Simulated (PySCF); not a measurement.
This PySCF input asks for the NMR shieldings of `C/N=C\[C@@H](C)SC`, C₅H₁₁NS; the geometry comes from GFN2-xTB.

```python
import basis_set_exchange as bse
import numpy as np
from pyscf import gto, dft
from pyscf.prop import nmr

atoms = """
C     1.862888    1.303508   -0.517917
N     1.374833    0.899306    0.773320
C     0.521211   -0.007328    0.928433
C    -0.200473   -0.828322   -0.097975
C     0.068593   -2.313346    0.098118
S    -2.006412   -0.522846    0.124460
C    -2.059445    1.242985   -0.290842
H     2.654363    2.033175   -0.349879
H     1.076991    1.774372   -1.114137
H     2.269788    0.464388   -1.088592
H     0.234737   -0.222424    1.953793
H     0.045082   -0.522493   -1.117937
H    -0.206333   -2.614676    1.106476
H     1.125864   -2.522183   -0.055879
H    -0.514514   -2.898997   -0.608742
H    -1.760164    1.383383   -1.326629
H    -1.407754    1.796598    0.379673
H    -3.088017    1.561216   -0.157637
"""
names = dict.fromkeys(["C", "N", "S", "H"], "pcSseg-1")
basis = {el: gto.basis.parse(bse.get_basis(n, elements=[el], fmt="nwchem")) for el, n in names.items()}
mol = gto.M(atom=atoms, basis=basis, charge=0, verbose=0)
mf = dft.RKS(mol, xc="PBE0")
mf.grids.level = 2
mf.grids.alignment = dft.numint.BLKSIZE   # the property module wants whole blocks of grid points
mf.conv_tol = 1e-9
mf.kernel()

calc = nmr.RKS(mf)   # GIAO
C = mf.mo_coeff
Co = C[:, mf.mo_occ > 0]
resp = mf.gen_response(singlet=True, hermi=2)
def vind(x):   # induced exchange potential for any number of trial vectors
    d = np.einsum("pi,xij,qj->xpq", C, 2 * x.reshape(-1, C.shape[1], Co.shape[1]), Co, optimize=True)
    return np.einsum("xpq,pi,qj->xij", resp(d - d.transpose(0, 2, 1)), C, Co, optimize=True).ravel()
mo1, _ = nmr.rhf.solve_mo1(calc, with_cphf=vind)
sigma = calc.kernel(mo1)
for i, s in enumerate(sigma):   # ppm
    w = np.linalg.eigvalsh((s + s.T) / 2)
    print("%2d %-2s iso %8.1f  s11 %8.1f  s22 %8.1f  s33 %8.1f" % (i, mol.atom_pure_symbol(i), w.mean(), *w))
```

Question: What does it print?

Answer: 
```
 0 C  iso    148.9  s11    132.0  s22    136.5  s33    178.3
 1 N  iso    -97.0  s11   -451.8  s22   -114.7  s33    275.5
 2 C  iso     15.5  s11    -91.6  s22     41.9  s33     96.1
 3 C  iso    143.0  s11    126.0  s22    136.9  s33    166.2
 4 C  iso    169.9  s11    155.8  s22    165.2  s33    188.7
 5 S  iso    516.0  s11    379.5  s22    420.9  s33    747.7
 6 C  iso    167.4  s11    150.3  s22    163.2  s33    188.6
 7 H  iso     27.6  s11     23.8  s22     26.6  s33     32.4
 8 H  iso     28.8  s11     24.3  s22     29.9  s33     32.2
 9 H  iso     28.6  s11     24.4  s22     28.3  s33     33.2
10 H  iso     24.4  s11     22.0  s22     23.3  s33     27.9
11 H  iso     28.3  s11     25.8  s22     26.1  s33     33.1
12 H  iso     30.6  s11     26.3  s22     29.0  s33     36.5
13 H  iso     30.5  s11     25.3  s22     28.0  s33     38.1
14 H  iso     30.3  s11     25.5  s22     28.4  s33     37.1
15 H  iso     29.7  s11     25.1  s22     27.0  s33     37.1
16 H  iso     29.7  s11     24.9  s22     28.7  s33     35.6
17 H  iso     29.9  s11     24.6  s22     26.6  s33     38.5
```

These numbers come from an equivalent density-fitted implementation of the same equations, which agrees with the script to about 0.01 ppm for H and up to a few tenths of a ppm for heavy atoms, so last digits may differ.

Question: Turn these shieldings into chemical shifts. References, each an isolated molecule treated in the same way: $^{13}$C (186.93 ppm) and $^{1}$H (31.72 ppm) against TMS; $^{15}$N (267.73 ppm) vs NH3; CS2 for $^{33}$S (503.73 ppm).

Answer: Averaging equivalent atoms: C 2: 171.5; C 3: 43.9; C 0: 38.0; C 6: 19.5; C 4: 17.0; N 1: 364.7; S 5: -12; H 10: 7.31; H 11: 3.39; H 7/8/9: 3.37; H 15/16/17: 1.93; H 12/13/14: 1.26 ppm. Experimental scales use liquid or dissolved standards, which lie at an offset from isolated NH3 (liquid NH3: subtract about 20 ppm). Unscaled 15N shifts of sp2 nitrogen often come out too high even then, by a few to some tens of ppm.

Size and cost of the density-fitted run: 181 basis functions, 26 s wall time on 1 thread of an Arm Neoverse V1, shared host; peak memory 0.83 GiB.
